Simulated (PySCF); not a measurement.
AsF3, SMILES F[As](F)F.

Coordinates come from a ωB97X-D3(BJ)/def2-SVP optimisation.

Computed with TDA-PBE/def2-SVPD (PySCF).

Vertical excitations; the highest root listed may be one member of a degenerate set. Gas-phase values at a fixed geometry. State labels are in the subgroup Cs.

Task: List the lowest excited states. (Estimate from the structure and the level; the computed values follow.)

Result: 
| state | symmetry | energy (eV) | λ (nm) | f | main pairs |
|---|---|---|---|---|---|
| S1 | A' | 7.54 | 164 | 0.108 | HOMO→LUMO (degenerate set) |
| S2 | A" | 7.54 | 164 | 0.108 | HOMO→LUMO+1 (degenerate set) |
| S3 | A" | 8.16 | 152 | 0.000 | HOMO−2→LUMO 50 %, HOMO−3→LUMO+1 50 % |
| S4 | A" | 8.20 | 151 | 0.033 | HOMO−1→LUMO, HOMO−3→LUMO+1, HOMO−2→LUMO (degenerate set) |
| S5 | A' | 8.20 | 151 | 0.033 | HOMO−1→LUMO+1, HOMO−2→LUMO+1, HOMO−3→LUMO (degenerate set) |
| S6 | A' | 8.23 | 151 | 0.009 | HOMO−2→LUMO+1, HOMO−3→LUMO, HOMO−1→LUMO+1 (degenerate set) |
| S7 | A" | 8.23 | 151 | 0.009 | HOMO−3→LUMO+1, HOMO−2→LUMO, HOMO−1→LUMO (degenerate set) |
| S8 | A' | 8.36 | 148 | 0.000 | HOMO−3→LUMO 42 %, HOMO−2→LUMO+1 42 %, HOMO→LUMO+2 14 % |
| S9 | A' | 8.85 | 140 | 0.165 | HOMO→LUMO+2 60 %, HOMO−5→LUMO+1 12 %, HOMO−4→LUMO 12 % |
| S10 | A" | 8.93 | 139 | 0.000 | HOMO−4→LUMO+1 49 %, HOMO−5→LUMO 49 % |
| T1 | A' | 5.91 | 210 | 0 | HOMO→LUMO (degenerate set) |
| T2 | A" | 5.91 | 210 | 0 | HOMO→LUMO+1 (degenerate set) |
| T3 | A" | 7.72 | 161 | 0 | HOMO−1→LUMO (degenerate set) |
| T4 | A' | 7.72 | 161 | 0 | HOMO−1→LUMO+1 (degenerate set) |
Triplets are in the Tamm–Dancoff approximation.
